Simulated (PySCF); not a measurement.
Compound: C₆H₉FOSi.
Atom-mapped SMILES: `[CH3:1][C:2]#[C:3][Si@@:4]1([F:5])[CH2:6][CH2:7][CH2:8][O:9]1`

Definitions: NICS(0) = −σiso at the ring centroid; NICS(1) = −σiso and NICS(1)zz = −σzz at ±1 Å along the ring normal z. Level: GIAO PBE0/pcSseg-1 (PySCF, non-relativistic, gas phase) on the GFN2-xTB geometry, one conformer.

Ring bond lengths (Å), with Mayer bond orders in brackets: Si4–C6 1.900 (0.88), C6–C7 1.532 (1.02), C7–C8 1.533 (1.03), C8–O9 1.410 (0.89), O9–Si4 1.630 (1.03).

Problem. Give the NICS values of each ring in ppm.

Solution. 
| ring | type | NICS(0) | NICS(1), two faces | NICS(1)zz, two faces | rms pucker (Å) | centre to ring atoms, mean (Å) |
| --- | --- | --- | --- | --- | --- | --- |
| Si4–C6–C7–C8–O9 | 5-membered ring with O and Si; formal bonds all single | -6.0 | -3.3 / -3.4 | -3.5 / -3.2 | 0.15 | 1.34 |

Problem. What do they say, and how far can they be read as aromaticity?

Solution. 
- Si4–C6–C7–C8–O9: mean NICS(1)zz -3.4 ppm, shielded. Si4, C6, C7, C8 have four or more neighbours, so the value isn't read as a sign of a π ring current.

Problem. List the ring angles and the Hirshfeld charges of the ring atoms.

Solution. 
- Si4–C6–C7–C8–O9: Si4 95.6° (+0.505 e), C6 101.4° (-0.167 e), C7 107.2° (-0.073 e), C8 109.2° (+0.008 e), O9 113.7° (-0.236 e); sum 527.1° against 540° for a flat convex ring.
